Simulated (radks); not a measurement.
Valence configurations of P I (all share [Ne]). All-electron calculation, non-relativistic Kohn-Sham, TPSS, spin-unpolarised, spherical densities, point nucleus; meta-GGA in the generalised Kohn-Sham scheme. Program: a radial shooting solver on a logarithmic mesh with Libxc functionals. Energies are relative to 3s2 3p3; eigenvalues in eV.

3s2 3p3: E (eV) 0.000; e(3p) -5.544; e(3s) -14.124
3p5: E (eV) 17.322; e(3p) -6.628
3s1 3p4: E (eV) 8.623; e(3p) -6.109; e(3s) -14.772
3s1.5 3p3.5: E (eV) 4.301; e(3p) -5.833; e(3s) -14.457
3s0.5 3p4.5: E (eV) 12.964; e(3p) -6.374; e(3s) -15.072

NIST lists [Ne] 3s2 3p3 as the ground configuration; this level of theory agrees among the configurations tried. The energies are those of spherical spin-averaged densities, not of single terms.
